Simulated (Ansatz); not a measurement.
K₄Na₄. Total charge 0; singlet. Geometry B3LYP/def2-SVP; atoms count from 1.

| atom | x (Å) | y (Å) | z (Å) |
| --- | --- | --- | --- |
| Na1 | -0.2367 | 0.6718 | -2.7001 |
| Na2 | 2.6868 | -0.0462 | -0.9772 |
| Na3 | -0.0463 | -0.1709 | 1.3046 |
| Na4 | -0.0375 | -2.5403 | -1.3076 |
| K5 | 2.4376 | -2.9445 | 1.9316 |
| K6 | -2.5223 | 2.3906 | 2.4928 |
| K7 | 1.1494 | 3.3708 | -0.0246 |
| K8 | -3.4310 | -0.7313 | -0.7194 |

The restricted singlet is unstable towards broken spin symmetry in Hartree–Fock (as tested in another run); at PBE0/def2-TZVP this wasn't settled. Another isomer (singlet) lies 0.10 eV lower at PBE0/def2-TZVP; other spin states weren't run for this one.

Question: Estimate the Mulliken populations from the PBE0/def2-TZVP orbitals of Ansatz.

Answer: 
```json
{"atom": "Na1", "charge (e)": "-0.10"}
{"atom": "Na2", "charge (e)": "-0.10"}
{"atom": "Na3", "charge (e)": "0.27"}
{"atom": "Na4", "charge (e)": "-0.10"}
{"atom": "K5", "charge (e)": "0.01"}
{"atom": "K6", "charge (e)": "-0.07"}
{"atom": "K7", "charge (e)": "0.05"}
{"atom": "K8", "charge (e)": "0.05"}
```
Mulliken values and Mayer orders depend strongly on the basis.

Question: And the Mayer bond orders between bonded heavy atoms (over 0.3)?

Answer: Na2–K7 0.32 (3.87 Å); Na4–K5 0.31 (4.10 Å); Na4–K8 0.31 (3.89 Å).
